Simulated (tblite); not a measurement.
Species: C5H7P3S2.
Geometry (GFN2-xTB, Å), atoms numbered from 1 in this order:
```xyz
17
C5H7P3S2 angstrom
C      4.171    0.595    0.106
S      2.782    1.601    0.699
C      1.375    0.578    0.398
P      1.639   -0.997   -0.330
C      0.059   -1.671   -0.475
P     -1.561   -1.208   -0.110
C     -1.408    0.389    0.598
S     -2.880    1.215    1.118
C     -4.196    0.033    0.712
P     -0.049    1.438    0.935
H      4.043    0.381   -0.953
H      5.063    1.192    0.265
H      4.225   -0.327    0.679
H      0.095   -2.663   -0.924
H     -4.050   -0.885    1.276
H     -5.126    0.510    1.002
H     -4.191   -0.169   -0.356
```

Computed values, GFN2-xTB/tblite, gas phase, harmonic and unscaled. Against measured fundamentals such values can be off by several per cent, at times by over 20. One conformer, not necessarily the lowest.

Question: How many normal modes are there?

Answer: 17 atoms, non-linear: 3N − 6 = 45.

Question: What is the point group of the computed structure, and how do the modes divide by symmetry?

Answer: C2v. The vibrations span 15 a1 + 7 a2 + 23 of b1 or b2.

Question: How many distinct wavenumbers does the calculation give?

Answer: 45: C2v has no degenerate species.

Question: How many fundamentals are allowed in the infrared by symmetry?

Answer: 38 of 45: in C2v a2 modes are forbidden. All fundamentals are allowed in the Raman spectrum.

Question: What zero-point energy do the modes add up to?

Answer: Half the sum of the wavenumbers, 23247 cm⁻¹, or 2.882 eV from 45 modes; those above 1550 cm⁻¹ give 1.310 eV of it.

Question: What thermal excitation has the softest real mode at 500 K?

Answer: 42.5 cm⁻¹ is a vibrational temperature θ of 61 K. The population of v = 1 over v = 0 is exp(−θ/T) = 0.88, and the mean quantum number is 7.7.
